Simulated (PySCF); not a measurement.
# Computed data sheet: `C=C(C)C#CC(=O)[O-]`

C6H5O2 (charge -1).
Structure used (GFN2-xTB), in Å, numbered top down from 1:
```xyz
13
C6H5O2 angstrom
C     -1.2737    1.5716   -0.5073
C     -0.8301    0.3727   -0.1265
C     -1.7563   -0.7900    0.1066
C      0.5424    0.1019    0.0847
C      1.7034   -0.1599    0.3080
C      3.1660   -0.5654    0.3304
O      3.7587   -0.4777    1.4081
O      3.5492   -0.9444   -0.7859
H     -0.5996    2.3952   -0.6720
H     -2.3241    1.7644   -0.6683
H     -2.7918   -0.5117   -0.0887
H     -1.6683   -1.1360    1.1369
H     -1.4801   -1.6202   -0.5436
```

Some functional groups and rings: carboxylate, alkyne and C=C double bond.

From GFN2-xTB geometry:

```yaml
Rotational_constants_A_B_C_of_the_GFN2-xTB_geometry: 5.399, 0.854, 0.840 GHz
```

PBE0/pcSseg-1 ground state and GIAO shieldings, non-relativistic (PySCF):

```yaml
HOMO_energy: -1.65 eV
LUMO_energy: 3.07 eV
HOMO–LUMO_gap: 4.72 eV
Lowest_Hirshfeld_atomic_charge: -0.42 e on O7
Highest_Hirshfeld_atomic_charge: +0.11 e on C6
13C_chemical_shifts_computed_TMS_as_zero_by_class: 157.3 (C6), 140.2 (C2), 115.1 (C5), 110.5 (C1), 75.1 (C4), 28.4 (C3) ppm
1H_chemical_shifts_computed_TMS_as_zero_by_class: 4.73 (H9), 4.60 (H10), 1.75 (H11/H12/H13) ppm
Isotropic_shieldings_of_nuclei_other_than_C_and_H_by_class: -55 (O8), -25 (O7) ppm
Mayer_bond_orders_between_heavy_atoms: C1–C2 1.91, C2–C3 1.06, C2–C4 1.08, C4–C5 2.17, C5–C6 0.94, C6–O7 1.73, C6–O8 1.73
```

Monoisotopic mass of the ion (most abundant isotopes, electron mass counted): 109.0295 u.

The rotational constants are those of a nearly prolate symmetric top. With B = h/(8π²I), that is 505.379 GHz u Å² over I, the principal moments of inertia are 93.6, 591.5 and 601.6 u Å² (most abundant isotopes).

Geometry: GFN2-xTB; no solvent or vibrations. NMR classes are plain means over equivalent atoms (diastereotopic ones count apart unless rotation or inversion swaps them), as if these changed places fast; in this geometry the members of some classes differ. No diffuse functions stand in pcSseg-1, which bears on an anion's orbital energies.
